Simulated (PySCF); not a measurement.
Isomers of C5H10F2O2, mass 140.065 u with the commonest isotopes. Method: PBE0/pcSseg-1 in PySCF (dipole) on a GFN2-xTB geometry, gas phase. One conformer each, none proved a minimum here; rigid rotors.

Question: Order these by dipole moment, largest first.
A. `[CH3:1][O:2][C@@H:3]([CH3:4])[CH2:5][O:6][CH:7]([F:8])[F:9]` with C1–O2–C3–C4 170°, O2–C3–C5–O6 -61°, C3–C5–O6–C7 176°, C5–O6–C7–F8 59°
B. `[CH3:1][O:2][C:3]([F:4])([O:5][CH3:6])[C@H:7]([CH3:8])[F:9]` with C1–O2–C3–F4 -70°, O2–C3–O5–C6 175°, O2–C3–C7–C8 41°
C. `[CH3:1][O:2][CH2:3][O:4][C@@H:5]([CH3:6])[CH:7]([F:8])[F:9]` with C1–O2–C3–O4 -68°, O2–C3–O4–C5 -64°, C3–O4–C5–C6 145°, O4–C5–C7–F8 -175°

Answer: C (2.37 D), A (1.42 D), B (1.15 D).

Question: Order these by rotational constant A, smallest first.
A. `[CH3:1][O:2][C:3]([F:4])([O:5][CH3:6])[C@H:7]([CH3:8])[F:9]` with C1–O2–C3–F4 -70°, O2–C3–O5–C6 175°, O2–C3–C7–C8 41°
B. `[CH3:1][O:2][C@@H:3]([CH3:4])[CH2:5][O:6][CH:7]([F:8])[F:9]` with C1–O2–C3–C4 170°, O2–C3–C5–O6 -61°, C3–C5–O6–C7 176°, C5–O6–C7–F8 59°
C. `[CH3:1][O:2][CH2:3][O:4][C@@H:5]([CH3:6])[CH:7]([F:8])[F:9]` with C1–O2–C3–O4 -68°, O2–C3–O4–C5 -64°, C3–O4–C5–C6 145°, O4–C5–C7–F8 -175°

Answer: A (1823 MHz), B (2635 MHz), C (2835 MHz).

Question: Order these by rotational constant C, largest first.
A. `[CH3:1][O:2][C:3]([F:4])([O:5][CH3:6])[C@H:7]([CH3:8])[F:9]` with C1–O2–C3–F4 -70°, O2–C3–O5–C6 175°, O2–C3–C7–C8 41°
B. `[CH3:1][O:2][C@@H:3]([CH3:4])[CH2:5][O:6][CH:7]([F:8])[F:9]` with C1–O2–C3–C4 170°, O2–C3–C5–O6 -61°, C3–C5–O6–C7 176°, C5–O6–C7–F8 59°
C. `[CH3:1][O:2][CH2:3][O:4][C@@H:5]([CH3:6])[CH:7]([F:8])[F:9]` with C1–O2–C3–O4 -68°, O2–C3–O4–C5 -64°, C3–O4–C5–C6 145°, O4–C5–C7–F8 -175°

Answer: A (1177 MHz), C (775.0 MHz), B (752.8 MHz).

```csv
SMILES,point group,Ia (u·Å²),Ib (u·Å²),Ic (u·Å²),κ,μa (D),μb (D),μc (D)
CO[C@@H](C)COC(F)F,C1,191.77,544.38,671.33,-0.81,1.07,0.07,0.93
COC(F)(OC)[C@H](C)F,C1,277.24,325.19,429.33,0.17,0.56,0.66,0.75
COCO[C@@H](C)C(F)F,C1,178.24,548.25,652.10,-0.86,1.63,1.40,1.01
```
